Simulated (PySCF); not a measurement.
# Radial density of O²⁺ (oxygen, charge +2)

wB97X, [He] 2s1 2p2 3s1, high-spin 5P determinant (an excited configuration). All numbers are calculated (PySCF 2.14, the spin-free X2C one-electron Hamiltonian (Gaussian nucleus), in aug-cc-pVDZ-DK (4s3p2d, 23 functions)).

```tsv
r (bohr)	4πr²ρ (e/bohr)	4πr²(ρα − ρβ)
0.00418	0.06604	0.0020
0.00704	0.1778	0.0055
0.0118	0.4577	0.0143
0.0199	1.130	0.0354
0.0335	2.559	0.0808
0.0563	5.034	0.1601
0.0947	7.772	0.2493
0.159	8.115	0.3035
0.268	4.785	0.5628
0.451	2.623	1.8444
0.758	3.256	3.2318
1.28	1.661	1.6611
2.15	0.4224	0.4224
3.61	0.2906	0.2906
6.07	0.01945	0.0195
```

Densities and radii are taken from the X2C orbitals without a picture-change correction, which distorts them close to the nucleus.

The outer electron is Rydberg-like, and this basis confines it to a smaller radius and binds it less than a complete one would.
